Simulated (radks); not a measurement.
Values are calculated unless marked as measured or tabulated.
Sc+, configuration [Ar] 3d0.5 4s0.5 4p1 (fractional occupations, a model configuration).

Code: a radial shooting solver on a logarithmic mesh with Libxc functionals. Model: non-relativistic Kohn-Sham, r2SCAN, spin-unpolarised, spherical densities, point nucleus; meta-GGA in the generalised Kohn-Sham scheme.

Energy parts (eV):
total: -20684.660
kinetic: 20665.768
electron-nucleus: -48749.097
Hartree: 8447.120
exchange-correlation: -1048.451

Orbitals (lengths in bohr, moments of r in powers of bohr; r(90%) holds 90 % of the orbital's charge):
orbital,occ.,eigenvalue (eV),r(90%),<r^4>,<r^2>
1s,2,-4400.851,0.131,0.0001360,0.007276
2s,2,-488.0511,0.536,0.03504,0.1408
2p,6,-403.8379,0.507,0.02848,0.1173
3s,2,-67.3435,1.60,2.826,1.328
3p,6,-45.3805,1.77,4.211,1.563
3d,0.5,-12.8544,2.66,23.93,3.109
4s,0.5,-10.9056,4.93,248.8,12.81
4p,1,-7.3125,5.81,483.3,17.79

The highest occupied level is 4p at -7.312 eV. The electron density at the nucleus is 6183 e/bohr^3. Virial ratio -V/T = 2.00091.
